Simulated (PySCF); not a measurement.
ZnCl4 (charge -2 and singlet state).
Bonds: Cl1–Zn2, Zn2–Cl3, Zn2–Cl4, Zn2–Cl5.
The ion is multiply charged and has no counter-ions or solvent; whether it holds all its electrons wasn't checked.

Method: PySCF, PBE0-D3(BJ)/def2-TZVP geometry optimisation, gas phase; density fitting, grid level 2; the optimiser is geomeTRIC in internal coordinates, started from a GFN2-xTB structure with every atom displaced at random (about 0.01 Å).

Step 0: E = -98495.9741 eV
```
atom  x, y, z in Å  |  force x, y, z in eV/Å
Cl1    -1.1029    1.2946   -1.6709    0.156  -0.150   0.209
Zn2     0.0103    0.0036   -0.0018    0.004  -0.076  -0.096
Cl3     2.2884    0.6628    0.1608   -0.277  -0.078  -0.039
Cl4    -0.1076   -2.3131   -0.6215    0.022   0.344   0.101
Cl5    -1.0428    0.3321    2.0857    0.096  -0.039  -0.175
```

Step 1: E = -98495.9589 eV
```
atom  x, y, z in Å  |  force x, y, z in eV/Å
Cl1    -1.0200    1.1969   -1.5957   -0.240   0.319  -0.348
Zn2     0.0465   -0.0130    0.0174   -0.135  -0.065   0.076
Cl3     2.2260    0.6978    0.1228    0.313   0.029   0.072
Cl4    -0.1615   -2.2213   -0.6343    0.075  -0.286   0.014
Cl5    -1.0457    0.3197    2.0420   -0.013   0.004   0.187
```

Step 2: E = -98495.9943 eV
```
atom  x, y, z in Å  |  force x, y, z in eV/Å
Cl1    -1.0503    1.2408   -1.6330   -0.060   0.090  -0.080
Zn2     0.0322   -0.0077    0.0048   -0.116  -0.018  -0.013
Cl3     2.2436    0.6845    0.1396    0.101  -0.007   0.023
Cl4    -0.1425   -2.2517   -0.6180    0.056  -0.065   0.027
Cl5    -1.0376    0.3141    2.0588    0.019  -0.001   0.042
```

**Question.** Estimate the geometry and energy of step 3. (The exact step hangs on the optimiser's Hessian estimate; all steps are aligned on step 2, rigid shifts and turns removed.)

**Answer.** E = -98495.9997 eV, largest force 0.073 eV/Å
```
atom  x, y, z in Å  |  force x, y, z in eV/Å
Cl1    -1.0657    1.2657   -1.6492    0.001   0.001   0.015
Zn2     0.0196   -0.0044   -0.0043   -0.069  -0.003  -0.023
Cl3     2.2482    0.6706    0.1475    0.020  -0.009  -0.002
Cl4    -0.1251   -2.2638   -0.6061    0.032   0.010   0.019
Cl5    -1.0317    0.3119    2.0643    0.015   0.001  -0.010
```

The energy changes by -0.0054 eV. The first-order estimate −F·Δx gives -0.0092 eV and the mean of the old and new forces, exact on a quadratic surface, -0.0054 eV. The step makes an angle of 34° with the force vector and moves no atom by more than 0.033 Å.

The cost below is that of the whole optimisation. Time: 64 s wall; peak memory 0.79 GiB. Hardware: Intel Xeon 6975P-C, one thread, no GPU, on a shared host.
